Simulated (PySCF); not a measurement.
Breaking a bond: SH (anion, charge -1), singlet.

- UKS-B3LYP/6-31G* = unrestricted B3LYP/6-31G*, spherical d run with PySCF
- UKS-BLYP = unrestricted BLYP/aug-cc-pVDZ (PySCF)
- RCCSD = CCSD on RHF/aug-cc-pVDZ, 5 core orbitals frozen (PySCF)

Energies are in kJ/mol, each relative to the lowest point of its own curve near equilibrium.

```json
[
 {"R / Å": "1.00", "UKS-B3LYP/6-31G*": "312.3", "UKS-BLYP": "319.5", "RCCSD": "318.5"},
 {"R / Å": "1.07", "UKS-B3LYP/6-31G*": "174.4", "UKS-BLYP": "181.4", "RCCSD": "178.7"},
 {"R / Å": "1.15", "UKS-B3LYP/6-31G*": "77.7", "UKS-BLYP": "83.1", "RCCSD": "79.9"},
 {"R / Å": "1.21", "UKS-B3LYP/6-31G*": "35.4", "UKS-BLYP": "39.2", "RCCSD": "36.3"},
 {"R / Å": "1.27", "UKS-B3LYP/6-31G*": "11.5", "UKS-BLYP": "13.7", "RCCSD": "11.7"},
 {"R / Å": "1.29", "UKS-B3LYP/6-31G*": "6.7", "UKS-BLYP": "?", "RCCSD": "6.8"},
 {"R / Å": "1.35", "UKS-B3LYP/6-31G*": "0.0", "UKS-BLYP": "?", "RCCSD": "0.0"},
 {"R / Å": "1.39", "UKS-B3LYP/6-31G*": "0.6", "UKS-BLYP": "0.0", "RCCSD": "0.8"},
 {"R / Å": "1.42", "UKS-B3LYP/6-31G*": "3.2", "UKS-BLYP": "1.9", "RCCSD": "3.6"},
 {"R / Å": "1.49", "UKS-B3LYP/6-31G*": "14.6", "UKS-BLYP": "?", "RCCSD": "15.8"},
 {"R / Å": "1.56", "UKS-B3LYP/6-31G*": "31.3", "UKS-BLYP": "?", "RCCSD": "33.7"},
 {"R / Å": "1.68", "UKS-B3LYP/6-31G*": "67.0", "UKS-BLYP": "61.4", "RCCSD": "71.6"},
 {"R / Å": "1.80", "UKS-B3LYP/6-31G*": "106.4", "UKS-BLYP": "99.4", "RCCSD": "112.8"},
 {"R / Å": "2.01", "UKS-B3LYP/6-31G*": "174.9", "UKS-BLYP": "165.1", "RCCSD": "182.0"},
 {"R / Å": "2.23", "UKS-B3LYP/6-31G*": "239.2", "UKS-BLYP": "225.6", "RCCSD": "243.2"},
 {"R / Å": "2.44", "UKS-B3LYP/6-31G*": "284.7", "UKS-BLYP": "271.7", "RCCSD": "289.7"},
 {"R / Å": "2.72", "UKS-B3LYP/6-31G*": "317.9", "UKS-BLYP": "309.3", "RCCSD": "336.2"},
 {"R / Å": "2.98", "UKS-B3LYP/6-31G*": "333.0", "UKS-BLYP": "326.6", "RCCSD": "366.9"},
 {"R / Å": "3.32", "UKS-B3LYP/6-31G*": "342.4", "UKS-BLYP": "336.7", "RCCSD": "393.9"},
 {"R / Å": "3.64", "UKS-B3LYP/6-31G*": "346.9", "UKS-BLYP": "340.5", "RCCSD": "?"},
 {"R / Å": "4.04", "UKS-B3LYP/6-31G*": "350.5", "UKS-BLYP": "342.1", "RCCSD": "?"},
 {"R / Å": "4.77", "UKS-B3LYP/6-31G*": "353.1", "UKS-BLYP": "340.8", "RCCSD": "—"},
 {"R / Å": "5.38", "UKS-B3LYP/6-31G*": "352.1", "UKS-BLYP": "337.8", "RCCSD": "—"}
]
```

Task: Complete the blanks.

Result: 
- 1.29, UKS-BLYP: 8.5
- 1.35, UKS-BLYP: 0.3
- 1.49, UKS-BLYP: 11.9
- 1.56, UKS-BLYP: 27.4
- 3.64, RCCSD: 409.8
- 4.04, RCCSD: 421.4

Dashes: no converged value, or the column stops at the first point that the program doubted or that broke a chosen test of continuity, which isn't proof of a fault.

The unrestricted determinant behind UKS-B3LYP/6-31G*, UKS-BLYP is spin-contaminated at 2.44 to 5.38 Å (<S²> up to 1.0, against 0.00 for a pure singlet). Where the anion isn't bound against loss of the electron, the finite basis alone holds it. At the longest distance UKS-BLYP leaves fractional charges on the fragments, a sign of delocalisation error or of the restricted form. The T1 diagnostic of CCSD on the restricted reference of RCCSD exceeds 0.045 at 2.44 to 5.38 Å.
